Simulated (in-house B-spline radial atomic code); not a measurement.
Settings and results of a run for neutral scandium. Level of theory: non-relativistic PBE0, spin-polarised, spherical fractional occupations, point nucleus, inside a hard spherical wall at 4.88 bohr; calculated with a B-spline radial code for spherical atoms.

Command:
```bash
python run_scf.py task.json out
```
Settings:
```
Z                21
configuration    [Ar] 3d1 4s2
hamiltonian      nr
method           pbe0
spin_polarised   True
wall_radius      4.88
```

Output (hartree, bohr):
```
 radial grid: 41 intervals, B-splines of order 8, outer radius 4.88 bohr

 iter        energy (Eh)    residual
    1        -758.194371    2.97e-01
    2        -759.362336    1.31e-01
    3        -760.093564    2.37e-02
    4        -760.126874    5.63e-03
    5        -760.127375    2.93e-03
    6        -760.127772    4.49e-04
    7        -760.127779    3.66e-05
    8        -760.127779    6.61e-06
    9        -760.127779    4.92e-07
   10        -760.127779    3.35e-08

 total energy                      -760.12778
 kinetic                             760.6738
 electron-nucleus                  -1803.9086
 Hartree                             321.9213
 exact exchange                       -9.4829
 exchange-correlation                -29.3314

 orbital      occ     eigenvalue          <r>       <r^2>       <1/r>       <r^4>     <1/r^3>       r_max
 1s up      1.000      -161.7742     0.073583  0.00726818     20.5325 0.000135489           -     0.04836
 1s down    1.000      -161.7745     0.073583  0.00726818     20.5324 0.000135488           -     0.04836
 2s up      1.000       -17.5622      0.34536    0.141032     4.25808   0.0350776           -      0.2856
 2s down    1.000       -17.5540     0.345232    0.140915      4.2596   0.0350033           -      0.2855
 2p up      3.000       -14.4519     0.308294    0.117276     4.18346     0.02839     218.239      0.2333
 2p down    3.000       -14.4451     0.308128    0.117129     4.18506    0.028295     218.412      0.2333
 3s up      1.000        -2.0162      1.08304     1.35317     1.28869     2.98272           -      0.9324
 3s down    1.000        -1.9836      1.08225     1.35124     1.28955     2.97526           -      0.9317
 3p up      3.000        -1.1961       1.1793     1.64144     1.15872     4.78146     23.4023      0.9728
 3p down    3.000        -1.1602      1.17876     1.64046     1.15928     4.78428      23.415      0.9719
 3d up      1.000         0.0529      1.72795      3.7112    0.767212      26.401     1.32378       1.143
 4s up      1.000         0.0036        2.779     8.38856    0.458148     88.4298           -       2.789
 4s down    1.000         0.0187      2.79073     8.45087    0.454674      89.526           -       2.806
```

Time taken, with all properties: 0.1 s on 1 thread of Arm Neoverse V1, on a shared host.

Caution: exact exchange at fractional occupations of open shells leaves self-interaction of up to several eV.
